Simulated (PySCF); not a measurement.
Ligands exchanged one at a time, B H-SH. Isolated molecules, 0 K electronic values unless said otherwise. One relaxed conformer stands for each flexible species; it need not be the lowest. Strings in code marks are SMILES.

The HOMO–LUMO gap from two functionals at the same geometries (B3LYP-D3(BJ)/def2-TZVP), both in PySCF: PBE-D3(BJ)/def2-TZVP and B3LYP-D3(BJ)/def2-TZVP. B3LYP has the VWN-RPA correlation part, as in Gaussian. 

| species | PBE-D3(BJ)/def2-TZVP (eV) |
|---|---|
| 0 of 3 H replaced by SH | 5.44 |
| 1 of 3 H replaced by SH (`BS`) | 5.05 |
| 2 of 3 H replaced by SH (`SBS` (H–S–B–S torsion 0°, S–B–S–H torsion 0°)) | 4.64 |
| 3 of 3 H replaced by SH (`SB(S)S`) | 4.75 |

Task: What does B3LYP-D3(BJ)/def2-TZVP give for each?

Result: 
- 0 of 3 H replaced by SH: 7.52
- 1 of 3 H replaced by SH (`BS`): 6.68
- 2 of 3 H replaced by SH (`SBS` (H–S–B–S torsion 0°, S–B–S–H torsion 0°)): 6.28
- 3 of 3 H replaced by SH (`SB(S)S`): 6.37
Over these rows, drawn at random from the members with no instability flagged (it was tested for open shells, ions and some series alone), PBE minus B3LYP-D3(BJ): mean -1.74 eV, from -2.09 eV to -1.61 eV.
